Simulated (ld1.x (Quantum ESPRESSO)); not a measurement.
# Before and after: TM potential for Mo (Z = 42)

* Element: Mo (Z = 42)
* Generator: ld1.x (Quantum ESPRESSO) 7.5
* Type: norm-conserving Troullier–Martins (Kleinman–Bylander form)
* Functional: PBE
* Relativity: scalar-relativistic
* Frozen core: [Kr]
* Valence charge: 6
* Reference configuration: 4d4 5s0 5p0 (charge +2)
* Partial waves: 5p (bound, empty): rc 3.30 bohr; 4d (bound): rc 2.50 bohr; 5s (bound, empty): rc 2.85 bohr
* Local potential: the s channel
* Core correction: a·sin(br)/r model core inside 1.20 bohr

All-electron outer shells of the reference configuration (PBE, scalar-relativistic, ld1.x):

| shell | level (eV) | outermost node (bohr) | outermost maximum (bohr) |
| --- | --- | --- | --- |
| 4p | -56.75 | 0.52 | 1.06 |
| 4d | -20.83 | 0.53 | 1.35 |
| 5s | -17.70 | 1.32 | 2.62 |
| 5p | -12.69 | 1.49 | 3.12 |

Change: all radii but the core radius scaled by about 1.26 (s 3.60, p 4.18, d 3.16 bohr).

Cutoffs: the cutoffs (Ry, on a coarse ladder) from which the occupation-weighted sum of valence levels, in a spherical-Bessel basis at the reference potential, stays within 10 and 1 mRy of its value at 400 Ry; they do not see the model core or the augmentation charge, which bear on the density cutoff. Errors are all-electron minus pseudo energies relative to the spin-unpolarised reference configuration.

Task: What does the change do?

Result: The potential gets softer (30 Ry and 35 Ry → 25 Ry and 30 Ry); of the 7 tests that both files solve, the error grows in 2 and shrinks in 4 by more than 15 % and 0.3 meV (median size 133.6 → 105.9 meV); neither file shows a bound ghost. A larger radius leaves more room for a smooth pseudo-wave, so fewer plane waves are needed.

| quantity | base | changed |
| --- | --- | --- |
| cutoff, loose | 30 Ry | 25 Ry |
| cutoff, tight | 35 Ry | 30 Ry |
| bound ghosts | none | none |
| error for 4d5 5s1 5p0, meV [ΔE -22.35 eV] | -100 | -108 |
| error for 4d5 5s0 5p0, meV [ΔE -15.46 eV] | -134 | -90 |
| error for 4d3 5s0 5p0, meV [ΔE 26.74 eV] | -219 | -106 |
| error for 4d5.5 5s0.5 5p0, meV [ΔE -22.07 eV] | -199 | -163 |
| error for 4d4 5s2 5p0, meV [ΔE -22.15 eV] | -30 | -49 |
| error for 4d4 5s1 5p0, meV [ΔE -14.29 eV] | -11 | -30 |
| error for 4d2 5s0 5p0, meV [ΔE 66.25 eV] | -954 | -343 |
